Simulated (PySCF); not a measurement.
Adding and removing an electron: AlI

revPBE; PySCF, scalar-relativistic core potentials, basis sets Al def2-SVP, I def2-SVP with ECP28. Neutral (UKS): singlet (closed shell), Re = 2.579 Å, ωe = 306 cm⁻¹, De = 3.83 eV, HOMO -5.85 eV, LUMO -2.61 eV.

AlI⁺ (UKS): doublet (σ ↑), Re = 2.432 Å, ωe = 362 cm⁻¹, De = 1.30 eV to Al⁺ + I. The energies at the minima are -540.08272 hartree for AlI and -539.76657 for AlI⁺.

**Question.** Work out the adiabatic ionisation energy, without and with harmonic zero-point energies (1 hartree = 27.2114 eV, 1 eV = 8065.5 cm⁻¹), and the change of the bond length.

**Answer.** At revPBE: 0.31615 hartree = 8.603 eV between the minima; the zero-point term (362.0 − 306.0)/2 cm⁻¹ = +0.003 eV makes it 8.606 eV. Re changes by -14.7 pm against the neutral. Minus the HOMO energy is 5.85 eV, -2.75 eV from the value between the minima; self-interaction puts the Kohn–Sham level too high, less so with exact exchange. The electron leaves a σ orbital, and the shorter bond of the ion fits an antibonding orbital, or a change in how ionic the bond is.

Spin–orbit coupling is left out, which matters for elements this heavy, above all for dissociation energies. For an ion De counts to the pair picked by the measured ionisation energies or electron affinities, which need not be the lowest pair at this level. States were picked by a PBE0 search and need not be the measured ground states.
